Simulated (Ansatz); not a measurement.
Problem. Predict a relaxed structure of Ge(vinyl)H3 (C2H6Ge), charge 0, singlet, at B3LYP-D4/def2-TZVP (Ansatz).

Solution. 
```csv
atom,x (Å),y (Å),z (Å)
C1,-0.323,-0.303,-0.625
C2,0.715,-1.085,-0.907
Ge3,-0.373,0.898,0.908
H4,-1.190,-0.327,-1.280
H5,1.608,-1.101,-0.291
H6,0.720,-1.744,-1.769
H7,0.937,0.740,1.700
H8,-1.571,0.562,1.819
H9,-0.524,2.360,0.445
```
Point group Cs (tolerance 0.1 Å). This is one stationary point.

Another isomer (singlet) lies 0.30 eV lower at PBE0-D4/def2-TZVP; other spin states weren't run for this one.
